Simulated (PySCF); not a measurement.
# Calculated properties of `O=C[SiH]1C[SiH2]C1`

Compound: C₃H₈OSi₂.
Atom-mapped SMILES: `[O:1]=[CH:2][SiH:3]1[CH2:4][SiH2:5][CH2:6]1` (hydrogens: H7 on C2; H8 on Si3; H9, H10 on C4; H11, H12 on Si5; H13, H14 on C6)

Among its groups: Si–H bond and C–Si bond.

PBE0-D3(BJ)/def2-SVP geometry optimisation, gas phase (PySCF):

```
Rotational constants A, B, C : 4.723, 1.365, 1.319 GHz
```

**B3LYP/def2-SVPD ground state, ΔSCF and vertical TDDFT (core frozen in the response) (PySCF)**

```
Dipole moment                                                     : 2.82 D
HOMO energy                                                       : -6.70 eV
LUMO energy                                                       : -1.90 eV
HOMO–LUMO gap                                                     : 4.80 eV
Lowest singlet excitation                                         : 3.13 eV (396 nm, f = 0.001)
Strongest line among the 10 lowest singlet transitions            : S4 at 5.90 eV (210 nm, f = 0.075)
Lowest triplet excitation (Tamm–Dancoff)                          : 2.48 eV
Static isotropic polarisability                                   : 91.0 au
Vertical ionisation energy                                        : 8.91 eV
Electronic spatial extent ⟨r²⟩ about the centre of nuclear charge : 985 bohr²
```

**PBE0/pcSseg-1 ground state and GIAO shieldings, non-relativistic (PySCF)**

```
Lowest Hirshfeld atomic charge                              : -0.25 e on C4/C6
Highest Hirshfeld atomic charge                             : +0.36 e on Si3
13C chemical shifts (computed TMS as zero) by class         : 242.5 (C2), -6.6 (C4/C6) ppm
1H chemical shifts (computed TMS as zero) by class          : 12.23 (H7), 5.18 (H11), 5.17 (H12), 4.84 (H8), 0.61 (H9/H14), 0.41 (H10/H13) ppm
Isotropic shieldings of nuclei other than C and H, by class : -597 (O1), 370 (Si3), 381 (Si5) ppm
Mayer bond orders between heavy atoms                       : O1–C2 1.96, C2–Si3 0.86, Si3–C4 0.90, C4–Si5 0.91, Si5–C6 0.91, C6–Si3 0.89
```

delta-SCF UKS SCAN, pcX-2 on the ionised atom, pcseg-1 elsewhere, spin-free X2C; 2p3/2 from a spin–orbit splitting computed afterwards within the 2p shell (PySCF):

```
Core binding energies : Si2p3/2 106.6 (Si3), Si2p3/2 106.8 (Si5), C1s 289.8 (C4/C6), C1s 292.9 (C2), O1s 538.0 (O1), Si1s 1846.4 (Si3), Si1s 1846.6 (Si5) eV
```

Monoisotopic mass (most abundant isotopes): 116.0114 u.

S1 lies 1.67 eV below the HOMO–LUMO gap; its leading configuration is HOMO→LUMO, weight 0.97. With B = h/(8π²I), that is 505.379 GHz u Å² over I, the principal moments of inertia are 107.0, 370.1 and 383.2 u Å² (most abundant isotopes). The polarisability is 13.48 Å³ as a volume (1 au = 0.148185 Å³), or 1.47 au for each of the 62 electrons. The rotational constants make it an asymmetric top with κ = (2B − A − C)/(A − C) = -0.97, nearer the prolate limit (−1). In wavenumbers S1 is 25300 cm⁻¹ (1 eV = 8065.54 cm⁻¹). The largest Löwdin shares of the HOMO are 0.48 on O1, 0.19 on C2, 0.11 on Si3 and 0.09 on H7. The vertical singlet–triplet gap S1 − T1 is 0.65 eV (TDDFT singlet less Tamm–Dancoff triplet; S1: HOMO→LUMO, weight 0.97; T1: HOMO→LUMO, weight 0.95).

Conformer computed: `[O:1]=[CH:2][SiH:3]1[CH2:4][SiH2:5][CH2:6]1`: O1–C2–Si3–C4 123°.

One conformer stands for the species.
